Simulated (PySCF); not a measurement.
CH₇BPSb.
Bonds: C1–B2, B2–P3, B2–Sb4. Hydrogens: H5, H6, H7 on C1; H8, H9 on P3; H10, H11 on Sb4.

Computed with PBE0-D3(BJ)/def2-SVP geometry optimisation, gas phase, def2 core potentials past Kr (PySCF 2.14.0).

(1) List the bond lengths and angles at this level.

## Answers

(1) 
| bond | length (pm) | order |
| --- | --- | --- |
| C1–B2 | 156.9 | single |
| B2–P3 | 188.1 | single |
| B2–Sb4 | 226.0 | single |
| C1–H5, C1–H6, C1–H7 | 110.3 | single |
| P3–H8, P3–H9 | 142.0 | single |
| Sb4–H10, Sb4–H11 | 171.4 | single |

Bonds in one row agree within 1 pm and their mean is given. Orders are formal, as drawn. A selection of angles:
| angle | degrees |
| --- | --- |
| B2–C1–H5 | 110.8 |
| B2–C1–H6 | 114.8 |
| B2–C1–H7 | 109.1 |
| H5–C1–H6 | 108.6 |
| H5–C1–H7 | 105.3 |
| H6–C1–H7 | 107.8 |
| C1–B2–P3 | 121.4 |
| C1–B2–Sb4 | 118.5 |
| P3–B2–Sb4 | 118.6 |
| B2–P3–H8 | 103.9 |
| H8–P3–H9 | 99.2 |
| B2–Sb4–H10 | 92.0 |
| B2–Sb4–H11 | 95.3 |
| H10–Sb4–H11 | 92.5 |

P3 (three-coordinate phosphorus) is pyramidal (angles 103.9°, 103.2° and 99.2°, sum 306.4°, 0.68 Å off the plane of its three neighbours). B2 (three-coordinate boron) is almost planar (angles 121.4°, 118.6° and 118.5°, sum 358.4°, 0.13 Å off the plane of its three neighbours). Sb4 (antimony bonded to B and 2 H) is pyramidal (angles 95.3°, 92.5° and 92.0°, sum 279.8°, 1.01 Å off the plane of its three neighbours).

No frequency check. The numbers are those of one conformer (C1–B2–P3–H 146° and 43°, C1–B2–Sb4–H -58° and -150°).
